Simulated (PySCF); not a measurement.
PBE0 on Ag⁻ (silver, charge -1), [Kr] 4d10 5s2, closed-shell 1S. All numbers are calculated (PySCF 2.14, scalar relativity through the core potential, in aug-cc-pVDZ-PP with ECP28MDF (5s5p4d2f, 54 functions)).

```
cycle= 1 E= -146.947727127435  delta_E= -0.012  |g|= 0.0842  |ddm|= 0.42
cycle= 2 E= -146.945762622145  delta_E= 0.00196  |g|= 0.111  |ddm|= 0.202
cycle= 3 E= -146.94925134611  delta_E= -0.00349  |g|= 0.0145  |ddm|= 0.113
cycle= 4 E= -146.94932506272  delta_E= -7.37e-05  |g|= 0.000546  |ddm|= 0.0218
cycle= 5 E= -146.949325381298  delta_E= -3.19e-07  |g|= 1.75e-05  |ddm|= 0.00157
cycle= 6 E= -146.949325381757  delta_E= -4.59e-10  |g|= 7.2e-07  |ddm|= 0.000116
converged SCF energy = -146.949325381757  <S^2> = -3.5527137e-15  2S+1 = 1
```

Highest occupied orbital energy: 0.423 eV; ⟨L²⟩ = 0.00; populations by l: s 4.00, p 6.00, d 10.00, f 0.00.

**Question.** Can this result be used?

**Answer.** With care. The calculation finished and met its thresholds. Energies and moments cover only the electrons outside the core potential. At PBE0 the highest occupied level has a positive energy, so only the finite basis holds that electron; in a semilocal or global hybrid functional this comes from self-interaction and does not mean that the real anion is unbound.
